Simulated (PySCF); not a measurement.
NbO, quartet, at a GFN2-xTB geometry (such geometries of metal compounds can be far from the true shape) (core potentials on Nb).

PySCF was given this input:
```python
from pyscf import gto, scf, dft

mol = gto.M(
    atom='''
Nb   -0.00000000   -0.00000000   -0.28078053
O     0.00000000    0.00000000    1.43900022
''',
    basis='def2-svp',
    ecp={'Nb': 'def2-svp'},
    spin=3,
    verbose=4,
)

mf = dft.UKS(mol)
mf.xc = 'blyp'
mf.kernel()
```

### Question
Predict the <S^2> from PySCF with BLYP/def2-SVP.

### Answer
3.765

### Question
What number of basis functions does BLYP/def2-SVP give?

### Answer
45

These values belong to the state on which the SCF converged, which isn't shown to be the lowest.
